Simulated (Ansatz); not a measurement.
`C[Si](N)(Cl)Br` + `CO[SiH](O)[SiH3]` → `C[Si](N)([SiH3])Cl` + `CO[SiH](O)Br`  (redistribution)

Program: Ansatz. Geometries: PBE0-D4/def2-TZVP. ΔE: electronic, gas phase. CCSD(T)/CBS adds triple-zeta CCSD(T) − MP2 to the extrapolated MP2 energy (def2 sets, frozen cores). Functionals use def2-TZVPP. For Br outer-core shells are correlated without core-valence functions, which leaves a few kJ/mol of doubt a bond. Scalar relativity is left out up to krypton. Each species was taken in one conformer, which may not be the lowest.

```csv
level,ΔE (kJ/mol)
ωB97M-V,-14.2
SCS-MP2/def2-TZVPP,-13.7
```

(1) What does CCSD(T)/CBS give? (Best estimate.)

Largest T1 diagnostic among the species: 0.012.

## Answers

(1) Ansatz gave: -14.7 kJ/mol. The listed levels differ from it by 0.5, 1.0 kJ/mol.

CCSD(T)/CBS has its own doubt, a few kJ/mol and more with outer-core shells, so smaller differences from it don't rank the levels.
